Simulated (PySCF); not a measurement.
## Multinuclear NMR of C5H2F4O2

Mapped SMILES: `[F:1][C:2]1=[CH:3][O:4][CH:5]=[C:6]([C:7]([F:8])([F:9])[F:10])[O:11]1`. Each H is labelled by its parent atom.

[PySCF 2.14.0 with density-fitted response routines: shieldings: GIAO PBE0/pcSseg-1; geometry from GFN2-xTB; averaged over atoms made equivalent by symmetry, fast rotation or ring inversion; non-relativistic; one conformer; no solvent]

**Question.** Where does ¹⁹F resonate?

**Answer.** 
```csv
atoms,environment,σ (ppm),δ (ppm)
F8/F9/F10,fluorine of a CF3 group,259.5,-73.5
F1,vinylic fluorine,300.8,-125.4
```

Shieldings were converted by a linear fit to measured shifts: ¹⁹F (scatter 6.0 ppm rms, 7.0 ppm with the 5 outliers that the fit left out vs CFCl3, solution or neat liquid, with a term for F on sp3 carbon). A few per cent of atoms miss by over 2 rms, more outside the fitted compound classes.

On a 300 MHz spectrometer ¹⁹F resonates near 282.3 MHz, so 1 ppm is 282.3 Hz.

**Question.** Predict the ¹⁷O NMR data.

**Answer.** 
| atoms | environment | σ (ppm) | δ (ppm) |
| --- | --- | --- | --- |
| O11 | ether oxygen | 210.2 | 75.2 |
| O4 | ether oxygen | 243.9 | 44.5 |

Shieldings were converted by a linear fit to measured shifts: ¹⁷O (scatter 10.7 ppm rms, 12.2 ppm with the 3 outliers that the fit left out vs liquid water, solution or neat liquid). A few per cent of atoms miss by over 2 rms, more outside the fitted compound classes.

On a 400 MHz spectrometer ¹⁷O resonates near 54.2 MHz, so 1 ppm is 54.2 Hz.
